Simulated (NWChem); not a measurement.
# SiH2O2I2; SMILES I[Si](O)(I)O

```xyz
7

O      0.1488     1.3710    -1.8161
Si     0.0000     0.0000    -0.9167
O     -0.1488    -1.3710    -1.8161
I      2.0235    -0.0894     0.4310
I     -2.0235     0.0894     0.4310
H     -0.6511     1.6867    -2.2522
H      0.6511    -1.6867    -2.2522
```
Atoms are numbered in this order, from 1.

Computed with NWChem. STO-3G and 3-21G are far too small for this property and stand as cheap habits. Structure relaxed at the PBE0/def2-SVP (def2 core potentials past Kr) level. No frequency run checked for a minimum. B3LYP is NWChem's, with the RPA form of VWN correlation. Field at 589 nm.

Task: Predict the results for B3LYP/STO-3G (all-electron, non-relativistic). Quantities: isotropic polarisability (bohr³); anisotropy (bohr³).

Result: The isotropic polarisability (bohr³) is 37.3 and the anisotropy (bohr³) comes out as 36.6.
